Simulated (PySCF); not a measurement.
Structure problem from calculated spectra and properties.

Elements present: C, H and Si. Monoisotopic mass: 160.0016 u.

* 1H NMR: chemical shifts (computed TMS as zero) by class: 4.41 (1 H), 4.35 (1 H), 4.00 (1 H), 3.54 (1 H), 3.51 (1 H), 3.50 (3 H), 1.94 (1 H), 0.44 (3 H) ppm [GIAO PBE0/pcSseg-1]
* NMR, other nuclei: isotropic shieldings of nuclei other than C and H, by class: 430 (1 Si), 446 (1 Si), 467 (1 Si), 473 (1 Si) ppm [GIAO PBE0/pcSseg-1]
* Dipole: 0.99 D [PBE0/pcSseg-1]
* 13C NMR: chemical shifts (computed TMS as zero) by class: 106.4 (1 C), 84.1 (1 C), -6.8 (1 C) ppm [GIAO PBE0/pcSseg-1]
* Rotational structure: rotational constants A, B, C: 1.256, 0.711, 0.572 GHz [GFN2-xTB]

Electronic properties: PySCF, gas phase, density fitting. Levels stand in brackets. One conformer (not necessarily the lowest) at the GFN2-xTB geometry, without solvent, vibrations or thermal averaging. NMR values are class means; diastereotopic atoms form classes of their own.

Task: Which formula fits the mass and the elements?

Result: C3H12Si4 (calculated 160.0016). No other formula that holds each of these elements comes within 0.0003 u with a fitting electron parity and a possible valence count.

Task: What is the compound? Reason from the data.

Result: Numbering: `[CH:1]#[C:2][SiH2:3][Si@H:4]([CH3:5])[SiH2:6][SiH3:7]`. Its formula, C3H12Si4, gives 2 degrees of unsaturation: 0 rings and 2 π bonds in the structure found. 3 carbons fall into 3 classes; from least to most shielded: terminal alkyne carbon [C1] (106.4 ppm), alkyne carbon [C2] (84.1 ppm), Si-methyl carbon [C5] (-6.8 ppm). Hydrogen classes from least to most shielded: 1 H on an SiH2 silicon, Si3 (4.41 ppm), 1 H on an SiH2 silicon, Si3 (4.35 ppm), 1 H on an SiH silicon, Si4 (4.00 ppm), 1 H on an SiH2 silicon, Si6 (3.54 ppm), 1 H on an SiH2 silicon, Si6 (3.51 ppm), 3 H on an SiH3 silicon, Si7 (3.50 ppm), 1 H on a terminal alkyne carbon, C1 (1.94 ppm), 3 H on an Si-methyl carbon, C5 (0.44 ppm). The other shieldings belong to: 430 ppm, SiH silicon [Si4]; 446 ppm, SiH2 silicon [Si3]; 467 ppm, SiH3 silicon [Si7]; 473 ppm, SiH2 silicon [Si6]. The optimised geometry has point group C1 and is an asymmetric top. Structure: `C#C[SiH2][Si@H](C)[SiH2][SiH3]`. Computed isomers that give other values at the same levels: `CC1=C[SiH2][Si@H]([SiH3])[SiH2]1` (13C chemical shifts (computed TMS as zero) by class: 171.1 (1 C), 149.5 (1 C), 32.1 (1 C) ppm); `C#CC[SiH2][SiH]([SiH3])[SiH3]` (13C chemical shifts (computed TMS as zero) by class: 89.4 (1 C), 76.1 (1 C), 1.0 (1 C) ppm); `C#C[Si@H](C)[SiH2][SiH2][SiH3]` (13C chemical shifts (computed TMS as zero) by class: 105.9 (1 C), 88.7 (1 C), -2.5 (1 C) ppm). The assignments are read from this structure; whether some other isomer fits the data as well wasn't checked. The mirror image fits equally.

The values belong to the conformer `[CH:1]#[C:2][SiH2:3][Si@H:4]([CH3:5])[SiH2:6][SiH3:7]`: C2–Si3–Si4–C5 69°, Si3–Si4–Si6–Si7 -54°.
